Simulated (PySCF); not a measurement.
H₃BO₂, singlet, geometry from GFN2-xTB; LC-WPBE/6-31+G*, TDA (PySCF).

Here is a job for PySCF.
```python
from pyscf import gto, scf, dft, tdscf

mol = gto.M(
    atom='''
B    -0.33169512   -0.26876305   -0.22808242
H    -1.12792963   -0.94802686   -0.76364509
O    -0.26213846    1.01332706   -0.60980555
H     0.40272690    1.52262177   -0.14231393
O     0.50626068   -0.71322713    0.74182176
H     0.43070059   -1.63157908    0.99024152
''',
    basis='6-31+g*',
    verbose=4,
)

mf = dft.RKS(mol)
mf.xc = 'lc_wpbe'
mf.kernel()
td = mf.TDA()
td.nstates = 5
td.kernel()
td.analyze()
```

Question: What does PySCF print? Leave out banner, timings and long lists.

Answer: 
```
PySCF version 2.14.0

[INPUT] verbose = 4
[INPUT] num. atoms = 6
[INPUT] num. electrons = 24
[INPUT] charge = 0
[INPUT] spin (= nelec alpha-beta = 2S) = 0
[INPUT] symmetry False subgroup None
[INPUT] Mole.unit = angstrom
[INPUT] Symbol           X                Y                Z      unit          X                Y                Z       unit  Magmom
[INPUT]  1 B     -0.331695120000  -0.268763050000  -0.228082420000 AA   -0.626812933655  -0.507888556903  -0.431013307628 Bohr   0.0
[INPUT]  2 H     -1.127929630000  -0.948026860000  -0.763645090000 AA   -2.131478088482  -1.791511124131  -1.443080076469 Bohr   0.0
[INPUT]  3 O     -0.262138460000   1.013327060000  -0.609805550000 AA   -0.495369896115   1.914910618011  -1.152365478740 Bohr   0.0
[INPUT]  4 H      0.402726900000   1.522621770000  -0.142313930000 AA    0.761043543995   2.877338136600  -0.268934351411 Bohr   0.0
[INPUT]  5 O      0.506260680000  -0.713227130000   0.741821760000 AA    0.956694032836  -1.347803940310   1.401839959643 Bohr   0.0
[INPUT]  6 H      0.430700590000  -1.631579080000   0.990241520000 AA    0.813906156789  -3.083237611770   1.871285269973 Bohr   0.0

nuclear repulsion = 67.2947230886856
number of shells = 30
number of NR pGTOs = 105
number of NR cGTOs = 60
basis = 6-31+g*
ecp = {}

******** <class 'pyscf.dft.rks.RKS'> ********
method = RKS
initial guess = minao
damping factor = 0
level_shift factor = 0
DIIS = <class 'pyscf.scf.diis.CDIIS'>
diis_start_cycle = 1
diis_space = 8
diis_damp = 0
SCF conv_tol = 1e-09
SCF conv_tol_grad = None
SCF max_cycles = 50
direct_scf = True
direct_scf_tol = 1e-13
XC library pyscf.dft.libxc version 7.1.2
    S. Lehtola, C. Steigemann, M. J. T. Oliveira, and M. A. L. Marques,  SoftwareX 7, 1–5 (2018)
XC functionals = lc_wpbe
    O. A. Vydrov and G. E. Scuseria,  J. Chem. Phys. 125, 234109 (2006)
radial grids:
    Treutler-Ahlrichs [JCP 102, 346 (1995); DOI:10.1063/1.469408] (M4) radial grids

becke partition: Becke, JCP 88, 2547 (1988); DOI:10.1063/1.454033
pruning grids: <function nwchem_prune>
grids dens level: 3
symmetrized grids: False
atomic radii adjust function: <function treutler_atomic_radii_adjust>
small_rho_cutoff = 0
Set gradient conv threshold to 3.16228e-05
Initial guess from minao.
tot grids = 71640
init E= -177.368630889346
  HOMO = -0.437839363525728  LUMO = 0.0201584640714958  gap/eV = 12.46276
cycle= 1 E= -176.974340554869  delta_E= 0.394  |g|= 0.762  |ddm|= 2.04
  HOMO = -0.329750936512596  LUMO = 0.0533035882037058  gap/eV = 10.42344
cycle= 2 E= -176.993137107632  delta_E= -0.0188  |g|= 0.748  |ddm|= 0.919
  HOMO = -0.45762432217571  LUMO = 0.0509092571213019  gap/eV = 13.83790
cycle= 3 E= -177.089771669357  delta_E= -0.0966  |g|= 0.0366  |ddm|= 0.426
  HOMO = -0.45140074442599  LUMO = 0.0527534812521884  gap/eV = 13.71874
cycle= 4 E= -177.090233097438  delta_E= -0.000461  |g|= 0.00799  |ddm|= 0.0567
  HOMO = -0.451902318469413  LUMO = 0.0525864242431973  gap/eV = 13.72784
cycle= 5 E= -177.090263737758  delta_E= -3.06e-05  |g|= 0.00123  |ddm|= 0.0201
  HOMO = -0.452065566191873  LUMO = 0.0525329343011514  gap/eV = 13.73082
cycle= 6 E= -177.090264579388  delta_E= -8.42e-07  |g|= 0.000578  |ddm|= 0.00435
  HOMO = -0.452050591351247  LUMO = 0.0525415577062174  gap/eV = 13.73065
cycle= 7 E= -177.090264649  delta_E= -6.96e-08  |g|= 0.000212  |ddm|= 0.000689
  HOMO = -0.452043546609918  LUMO = 0.0525407251447465  gap/eV = 13.73044
cycle= 8 E= -177.090264660092  delta_E= -1.11e-08  |g|= 4.22e-05  |ddm|= 0.000282
  HOMO = -0.452049186871959  LUMO = 0.0525406683658778  gap/eV = 13.73059
cycle= 9 E= -177.090264660817  delta_E= -7.25e-10  |g|= 7.09e-06  |ddm|= 8.23e-05
  HOMO = -0.452047959269803  LUMO = 0.052540750402954  gap/eV = 13.73056
Extra cycle  E= -177.090264660842  delta_E= -2.48e-11  |g|= 2.55e-06  |ddm|= 1.46e-05
converged SCF energy = -177.090264660842

******** <class 'pyscf.tdscf.rks.TDA'> for <class 'pyscf.dft.rks.RKS'> ********
nstates = 5 singlet
deg_eia_thresh = 1.000e-03
wfnsym = None
conv_tol = 1e-05
eigh lindep = 1e-12
eigh level_shift = 0
eigh max_cycle = 100

Excitation energies (eV)
[8.72027687 9.07916355 9.11097827 9.28954565 9.75488002]

** Singlet excitation energies and oscillator strengths **
Excited State   1:      8.72028 eV    142.18 nm  f=0.0012
       9 -> 13       -0.11509
       9 -> 14        0.10495
      12 -> 13        0.62257
      12 -> 14        0.20749
      12 -> 19        0.13789
      12 -> 21        0.10038
Excited State   2:      9.07916 eV    136.56 nm  f=0.0192
      11 -> 15        0.47979
      11 -> 17        0.48594
      12 -> 14       -0.12877
Excited State   3:      9.11098 eV    136.08 nm  f=0.0116
      10 -> 13       -0.12103
      11 -> 13        0.63700
      11 -> 14       -0.16657
      11 -> 18       -0.12214
Excited State   4:      9.28955 eV    133.47 nm  f=0.0717
       9 -> 13       -0.21574
      11 -> 15       -0.11365
      11 -> 17       -0.10642
      12 -> 13        0.16811
      12 -> 14       -0.57505
      12 -> 18       -0.18649
Excited State   5:      9.75488 eV    127.10 nm  f=0.0754
      10 -> 13       -0.11015
      11 -> 14        0.28136
      12 -> 15        0.48415
      12 -> 17        0.37091

** Transition electric dipole moments (AU) **
state          X           Y           Z        Dip. S.      Osc.
  1         0.0514     -0.0185     -0.0529      0.0058      0.0012
  2        -0.1987      0.0717      0.2046      0.0865      0.0192
  3         0.1638     -0.0001      0.1591      0.0521      0.0116
  4         0.3794     -0.1369     -0.3905      0.3152      0.0717
  5         0.3005     -0.2737      0.3878      0.3156      0.0754

** Transition velocity dipole moments (imaginary part, AU) **
state          X           Y           Z        Dip. S.      Osc.
  1         0.0206     -0.0074     -0.0212      0.0009      0.0019
  2        -0.0218      0.0079      0.0224      0.0010      0.0021
  3         0.0490     -0.0057      0.0495      0.0049      0.0097
  4         0.1383     -0.0499     -0.1423      0.0419      0.0817
  5         0.0735     -0.0363      0.0841      0.0138      0.0257

** Transition magnetic dipole moments (imaginary part, AU) **
state          X           Y           Z
  1        -0.4698     -0.4040     -0.3149
  2         0.2724     -1.0527      0.6334
  3         0.4362     -0.1571     -0.4491
  4         0.0188      0.2234     -0.0599
  5         0.0998     -0.0360     -0.1027
```
